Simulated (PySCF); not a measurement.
PySCF input (BP86/6-31G* (5d)):

```python
from pyscf import gto, dft

mol = gto.M(
    atom='''
    Si   -1.07247900    0.08671500    0.21192300
    P     1.12328100   -0.06802800   -0.33237500
    H    -1.81711400   -0.89255900   -0.61340200
    H    -1.53175300    1.45323300   -0.12913000
    H    -1.35648400   -0.17410100    1.64265400
    H     1.31289000   -1.29737100    0.35134200
    H     1.55796100    0.71721500    0.76723900
    ''',
    basis='6-31g*',
    charge=0,
    spin=0,
    verbose=4,
)

mf = dft.RKS(mol, xc='bp86')
mf.grids.level = 3
mf.conv_tol = 1e-9
mf.max_cycle = 100
mf.max_memory = 1500
mf.kernel()
if not mf.converged:
    mf = mf.newton()
    mf.kernel(mf.make_rdm1())
mf.dip_moment()
```

From the output:

```
[INPUT] Mole.unit = angstrom
[INPUT] Symbol           X                Y                Z      unit          X                Y                Z       unit  Magmom
[INPUT]  1 Si    -1.072479000000   0.086715000000   0.211923000000 AA   -2.026691584347   0.163867600892   0.400476429496 Bohr   0.0
[INPUT]  2 P      1.123281000000  -0.068028000000  -0.332375000000 AA    2.122693450928  -0.128554288802  -0.628097720652 Bohr   0.0
[INPUT]  3 H     -1.817114000000  -0.892559000000  -0.613402000000 AA   -3.433847797113  -1.686692060016  -1.159161784260 Bohr   0.0
[INPUT]  4 H     -1.531753000000   1.453233000000  -0.129130000000 AA   -2.894593660481   2.746212365180  -0.244020334465 Bohr   0.0
[INPUT]  5 H     -1.356484000000  -0.174101000000   1.642654000000 AA   -2.563383252355  -0.329003208013   3.104166177421 Bohr   0.0
[INPUT]  6 H      1.312890000000  -1.297371000000   0.351342000000 AA    2.481002531680  -2.451675871953   0.663940156057 Bohr   0.0
[INPUT]  7 H      1.557961000000   0.717215000000   0.767239000000 AA    2.944119602754   1.355339922430   1.449871582085 Bohr   0.0

nuclear repulsion = 90.0731738424128
number of shells = 26
number of NR pGTOs = 122
number of NR cGTOs = 46
basis = 6-31g*
ecp = {}

******** <class 'pyscf.dft.rks.RKS'> ********
method = RKS
initial guess = minao
damping factor = 0
level_shift factor = 0
DIIS = <class 'pyscf.scf.diis.CDIIS'>
diis_start_cycle = 1
diis_space = 8
diis_damp = 0
SCF conv_tol = 1e-09
SCF conv_tol_grad = None
SCF max_cycles = 100
direct_scf = True
direct_scf_tol = 1e-13
XC library pyscf.dft.libxc version 7.1.2
    S. Lehtola, C. Steigemann, M. J. T. Oliveira, and M. A. L. Marques,  SoftwareX 7, 1–5 (2018)
XC functionals = bp86
    A. D. Becke,  Phys. Rev. A 38, 3098 (1988)
    J. P. Perdew,  Phys. Rev. B 33, 8822 (1986)
    J. P. Perdew,  Phys. Rev. B 34, 7406–7406 (1986)
radial grids:
    Treutler-Ahlrichs [JCP 102, 346 (1995); DOI:10.1063/1.469408] (M4) radial grids

becke partition: Becke, JCP 88, 2547 (1988); DOI:10.1063/1.454033
pruning grids: <function nwchem_prune>
grids dens level: 3
symmetrized grids: False
atomic radii adjust function: <function treutler_atomic_radii_adjust>
small_rho_cutoff = 0
Set gradient conv threshold to 3.16228e-05
Initial guess from minao.
tot grids = 87400
init E= -633.688228568262
  HOMO = -0.282903813573588  LUMO = -0.0484396806607823  gap/eV = 6.38009
cycle= 1 E= -633.852371806821  delta_E= -0.164  |g|= 0.141  |ddm|= 2.18
  HOMO = -0.211172802880436  LUMO = -0.00388375869531665  gap/eV = 5.64062
cycle= 2 E= -633.851996969766  delta_E= 0.000375  |g|= 0.147  |ddm|= 0.505
  HOMO = -0.238819676339122  LUMO = -0.0149684093033211  gap/eV = 6.09130
cycle= 3 E= -633.860233569285  delta_E= -0.00824  |g|= 0.0269  |ddm|= 0.295
  HOMO = -0.237549281006902  LUMO = -0.0173231938998846  gap/eV = 5.99266
cycle= 4 E= -633.860559671169  delta_E= -0.000326  |g|= 0.00573  |ddm|= 0.0618
  HOMO = -0.237833009020255  LUMO = -0.0168084526478116  gap/eV = 6.01438
cycle= 5 E= -633.86057587337  delta_E= -1.62e-05  |g|= 0.0017  |ddm|= 0.0141
  HOMO = -0.237960476171084  LUMO = -0.0169066593099976  gap/eV = 6.01518
cycle= 6 E= -633.860577081773  delta_E= -1.21e-06  |g|= 0.000121  |ddm|= 0.00276
  HOMO = -0.237936698341908  LUMO = -0.0168917841996079  gap/eV = 6.01494
cycle= 7 E= -633.860577088478  delta_E= -6.71e-09  |g|= 3.05e-05  |ddm|= 0.000273
  HOMO = -0.23793462020883  LUMO = -0.016891746188757  gap/eV = 6.01488
cycle= 8 E= -633.860577088903  delta_E= -4.26e-10  |g|= 7.03e-06  |ddm|= 6.8e-05
  HOMO = -0.237935723711033  LUMO = -0.0168918855565108  gap/eV = 6.01491
Extra cycle  E= -633.860577088913  delta_E= -9.44e-12  |g|= 5.57e-06  |ddm|= 2.6e-05
converged SCF energy = -633.860577088913
Dipole moment(X, Y, Z, Debye): -0.20224, -0.16861,  0.93593
```

The geometry given is a B3LYP-D3(BJ)/def2-TZVP minimum.
